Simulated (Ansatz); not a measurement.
```xyz
8

C    -1.041   -0.596    1.049
C    -0.289   -0.212    0.019
Al    1.266    0.881   -0.358
S     1.050    0.361   -2.466
S    -0.580   -0.714   -1.658
H    -0.807   -0.251    2.051
H    -1.902   -1.253    0.952
H     2.303    1.784    0.412
```

The species carries charge 0 and has multiplicity 1.

**Question.** List the B3LYP/def2-TZVPP orbital energies in eV (Ansatz 0.2.0). (An estimate is asked.)

**Answer.** The calculation gave: Occupied: -2418.64, -2418.04, -1525.09, -277.56, -277.21, -216.54, -216.02, -161.13, -161.03, -160.86, -160.61, -160.44, -160.39, -113.06, -73.78, -73.65, -73.58, -22.51, -20.42, -17.65, -14.88, -12.59, -12.30, -10.48, -10.07, -9.77, -8.48, -7.82, -7.72, -5.83. Lowest empty: -2.02, -1.62, -0.27, 0.04, 0.11, 1.31, 1.84, 2.37.

B3LYP here is the variant with VWN-RPA as its local correlation; programs differ in this.
